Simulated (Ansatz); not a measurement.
Born–Oppenheimer molecular dynamics of ClGeH₃ (5 atoms, charge 0, multiplicity 1). It starts at the highest image of a converged band, a first-order saddle point between two minima.

Theory: RKS PBE0/def2-SVP in Ansatz.

```
ensemble                      : NVE (velocity Verlet)
time step                     : 0.5 fs
steps asked                   : 200
starting velocities drawn for : 100 K
seed                          : 11719
```

First frame:

```xyz
5
Properties=species:S:1:pos:R:3
Ge 0.294 0.039 -0.468
H 0.559 0.088 1.243
H 1.578 -0.097 0.401
H -0.592 1.216 -0.033
Cl -0.878 -1.794 -0.464
```

(1) How far do the bonds stretch over the last three quarters of this one trajectory? (Pairs bonded in most of those frames.)

Answers

(1) 
```csv
bond,mean (Å),spread (Å),shortest,longest
Ge1–H4,1.612,0.026,1.57,1.66
Ge1–Cl5,2.202,0.037,2.14,2.25
H2–H3,0.805,0.110,0.63,0.97
```

Mean temperature of the second half: 1950 K. The conserved energy stayed within 2.7 meV per atom of its start (net change -2.5 meV per atom), so the integration is sound. The kinetic energy rose, since the run started high on the potential surface and went downhill. It ends in pieces (ClGeH + H2), so much of that is their flight and rotation, not heat. A run of 0.1 ps of so small a system gives no equilibrium averages. The orbitals stay closed-shell, which can raise the energy where a bond breaks towards radicals; this wasn't checked here.

Run time: 5.8 min on 1 thread of Arm Neoverse V1 (shared host), peak memory 0.12 GiB.
